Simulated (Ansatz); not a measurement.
Calculated with Ansatz (gas phase, PBE0-D4/def2-TZVP geometries, no zero-point term in ΔE). CBS: MP2 limit from def2 TZ/QZ plus the TZ coupled-cluster correction, frozen cores. This one scheme is used for every species. For Br outer-core shells are correlated without core-valence functions, which leaves a few kJ/mol of doubt a bond. Scalar relativity is left out up to krypton. Each species was taken in one conformer, which may not be the lowest.

`BC(O)[SiH3]` + HBr → `BC([SiH3])Br` + H₂O  (substitution at a C–O bond)

```csv
species,CCSD(T)/CBS(def2) energy (Eh)
`BC(O)[SiH3]`,-431.26840
HBr,-2573.91920
`BC([SiH3])Br`,-2928.83102
H₂O,-76.37941
```

**Question.** Work out ΔE.

**Answer.** ΔE = (-2928.83102) + (-76.37941) − (-431.26840) − (-2573.91920) = -0.02283 Eh = -14.3 kcal/mol.

Largest T1 diagnostic among the species: 0.013.

From PBE to PBE0 (25 % exact exchange), in def2-TZVPP and without D4, ΔE moves by −1.4 kcal/mol. The D4 term adds −1.2 kcal/mol with B3LYP and −0.6 kcal/mol with PBE0; it sums over pairs of atoms, weighted by their polarisabilities, and B3LYP, whose exchange is more repulsive, gets the larger term.

B3LYP here is the variant with VWN-RPA as its local correlation; programs differ in this.
